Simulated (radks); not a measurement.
Task: All-electron atom: the technetium ion Tc35+ in [He] 2s2 2p4. Method: Dirac Kohn-Sham, PBEsol, spin-unpolarised, spherical densities, point nucleus; open shells are shared between the two j in proportion to 2j + 1; computed with a radial shooting solver on a logarithmic mesh with Libxc functionals. Some entries of the table are withheld. Estimate them.

orbital,occ.,eigenvalue (eV),<1/r> (bohr^-1)
1s1/2,2,(1),(2)
2s1/2,2,(3),10.61
2p1/2,1.33333,(4),(5)
2p3/2,2.66667,(6),(7)

Result: 
(1) 1s1/2 eigenvalue (eV): -23232.51
(2) 1s1/2 <1/r> (bohr^-1): 44.76
(3) 2s1/2 eigenvalue (eV): -5081.302
(4) 2p1/2 eigenvalue (eV): -4908.854
(5) 2p1/2 <1/r> (bohr^-1): 10.55
(6) 2p3/2 eigenvalue (eV): -4779.287
(7) 2p3/2 <1/r> (bohr^-1): 10.03
